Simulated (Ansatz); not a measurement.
Total energies of CH7BSSi.

Z-matrix (Å, degrees):
```
B
S 1 2.004
Si 1 1.963 2 68.6
H 1 1.197 2 108.2 3 -110.5
H 1 1.196 2 110.5 3 115.2
C 2 1.808 1 102.7 3 -94.7
H 3 1.486 1 125.7 2 85.0
H 3 1.484 1 124.5 2 -89.0
H 6 1.089 2 109.2 1 150.2
H 6 1.090 2 107.7 1 -90.3
H 6 1.089 2 110.2 1 28.9
```

Charge 0, multiplicity 1. The bonds changed during the relaxation, so this is another structure than the one it started from. All single points use the PBE0-D4/def2-TZVP geometry. It is one conformer, not always the lowest. Basis def2-TZVPP, Ansatz 0.2.0.

RPA on PBE orbitals: Hartree–Fock energy of these orbitals -753.06356 Eh, correlation -1.07993 Eh (frozen core).

```
             functional  energy without D4 (Eh)  D4 term (kJ/mol)
                 r2SCAN              -754.79228              -5.9
                 B97M-V              -754.72920                 –
                  B3LYP              -754.93617             -41.4
                r2SCANh              -754.78703              -6.4
HSE06 (plane-wave form)              -754.52186             -20.0
                  BHLYP              -754.83969             -32.5
                LC-ωPBE              -754.63900                 –
                ωB97X-V              -754.76579                 –
                 B2PLYP              -754.56658                 –
               PBE-QIDH              -754.35901                 –
```

(1) Give the same for LDA (SPW92), PBE, revPBE, BLYP, PBE0, r2SCAN0, CAM-B3LYP, ωB97M-V. (Best estimate.)

B3LYP takes the VWN-RPA correlation (the form of Gaussian; ORCA's B3LYP/G). HSE06 is the plane-wave form, built on full-range PBE exchange. The double hybrids freeze the cores in their second-order part.

## Answers

(1) Ansatz gave: 
```
 functional  energy without D4 (Eh)  D4 term (kJ/mol)
LDA (SPW92)              -751.66095                 –
        PBE              -754.46248             -25.4
     revPBE              -754.73851             -75.3
       BLYP              -754.83165             -56.1
       PBE0              -754.54082             -21.4
    r2SCAN0              -754.78012              -7.1
  CAM-B3LYP              -754.85438             -21.8
    ωB97M-V              -754.79408                 –
```

LC-ωPBE has ω = 0.4 bohr⁻¹.
